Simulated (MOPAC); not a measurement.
Si-F bond lengths (Å) of neutral closed-shell molecules, written as SMILES: in each the longest such bond at B3LYP-D3(BJ)/def2-TZVP (Ansatz), beside the same bond after optimisation at PM6 (MOPAC) from that structure, whose symmetry is kept, so that a structure may be a saddle point there. def2-TZVP carries scalar-relativistic core potentials past Kr. B3LYP-D3(BJ)/def2-TZVP serves to compare with and is no measurement.

The rows were drawn at random among computed neutral closed-shell members with both values; the withheld row is one of them. Species whose geometry shows other bonds than their SMILES are left out. Runs that failed or changed their bonding are left out, and none for the size of its difference.

| species | PM6 (MOPAC) (x) | B3LYP-D3(BJ)/def2-TZVP (y) |
|---|---|---|
| F[SiH2][SiH2]F [fluoro(fluorosilyl)silane] | 1.615 | 1.614 |
| [Si](I)(F)(I)F | 1.575 | 1.584 |
| N[Si](F)(F)F | 1.570 | 1.584 |
| Cl[Si](Cl)(Cl)F [trichloro(fluoro)silane] | 1.561 | 1.581 |
| F[SiH2]F [difluorosilane] | 1.574 | 1.592 |
| C[Si](C)(C)F [fluoro(trimethyl)silane] | 1.595 | 1.619 |

**Question.** Fit y = a + b·x by least squares, and use it for [Si](F)(O)(F)O, where PM6 (MOPAC) gives 1.560 Å.

**Answer.** Means: x 1.58167, y 1.59567. Sums about the means: Sxx 0.0019553, Sxy 0.0014673. Slope b = Sxy/Sxx = 0.7504, intercept a = mean y - b·mean x = 0.4088; the rows scatter about the line by 0.0068 (root mean square), r² = 0.80. A constant shift would give 1.574 Å. Prediction for [Si](F)(O)(F)O: 1.579 Å. It lies outside the range of the table, so the fit extrapolates. The length at B3LYP-D3(BJ)/def2-TZVP is 1.588 Å, so the fit misses by -0.009 Å, against -0.028 Å without it. The fit is meant for species like these alone.
